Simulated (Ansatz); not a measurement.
`CN[SiH2]OC` → `COC(N)[SiH3]`  (isomerisation)

Program: Ansatz. Geometries: PBE0-D4/def2-TZVP. ΔE: electronic, gas phase. CCSD(T)/CBS adds triple-zeta CCSD(T) − MP2 to the extrapolated MP2 energy (def2 sets, frozen cores). DFT in def2-TZVPP. One conformer a species, not always the lowest.

`CN[SiH2]OC`:

Cartesian coordinates in Å:
```
C 0.567 1.820 -0.522
N -0.657 1.254 0.000
Si -1.223 -0.330 -0.281
O -0.672 -1.519 0.716
C 0.682 -1.894 0.767
H 0.413 2.840 -0.888
H 0.910 1.222 -1.370
H 1.380 1.843 0.214
H -1.072 1.794 0.741
H -0.793 -0.661 -1.669
H -2.687 -0.354 -0.072
H 0.766 -2.818 1.343
H 1.092 -2.074 -0.235
H 1.292 -1.125 1.257
```

`COC(N)[SiH3]`:

Cartesian coordinates in Å:
```
C -1.468 -1.533 0.142
O -1.095 -0.176 0.091
C 0.296 0.030 0.168
N 0.984 -0.530 -0.974
Si 0.530 1.908 0.366
H -2.553 -1.572 0.047
H -1.007 -2.103 -0.670
H -1.177 -1.982 1.102
H 0.693 -0.484 1.059
H 1.039 0.103 -1.761
H 1.908 -0.869 -0.750
H -0.267 2.477 1.484
H 0.143 2.558 -0.916
H 1.975 2.172 0.611
```

(1) Is it downhill or uphill in electronic energy at CCSD(T)/CBS, and by how much? (Estimate.)

(2) What do these levels give: PBE0-D4, ωB97X-V, r2SCAN, PBE0, CCSD/def2-TZVPP, SCS-MP2/def2-QZVPP? (Best estimate.)

Largest T1 diagnostic among the species: 0.012.

Answers

(1) The calculation gave: Uphill: ΔE = +228.2 kJ/mol.

(2) The calculation gave: PBE0-D4 214.9, ωB97X-V 220.0, r2SCAN 221.3, PBE0 215.1, CCSD/def2-TZVPP 228.7, SCS-MP2/def2-QZVPP 236.6 kJ/mol.

In def2-TZVPP, CCSD(T) changes the Hartree–Fock value by −20.1 kJ/mol (the triples alone add −4.2 kJ/mol) and MP2 by −10.7 kJ/mol. From PBE to PBE0 (25 % exact exchange), in def2-TZVPP and without D4, ΔE moves by +10.3 kJ/mol.
